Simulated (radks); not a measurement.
Li+, 2 electrons, occupied as [He] (the NIST ground configuration).

All-electron calculation, scalar-relativistic Kohn-Sham, Slater X-alpha with alpha = 0.837, spin-polarised, spherical densities, point nucleus. Program: a radial shooting solver on a logarithmic mesh with Libxc functionals.

Energy parts (eV):
part                energy
total             -200.546
kinetic            200.588
electron-nucleus  -442.764
Hartree             90.529
exchange           -48.899

Orbitals (lengths in bohr, moments of r in powers of bohr; r(max) is where P^2 peaks):
orbital,occ.,eigenvalue (eV),r(max)
1s,2,-63.1584,0.3584

The highest occupied level is 1s at -63.158 eV. The density falls to 0.001 e/bohr^3 at r = 1.83 bohr. Summed over all electrons, <r^2> = 0.8849 bohr^2, which gives a Langevin (diamagnetic) susceptibility term of -0.701 x 10^-6 cm^3/mol. For comparison, the ionisation energy in NIST's Atomic Spectra Database is 75.640 eV (theoretical). In exact Kohn-Sham theory the highest level is minus the ionisation energy, but local and semilocal functionals leave it too shallow, through self-interaction and a potential that decays too fast; potentials with the right tail come closer.
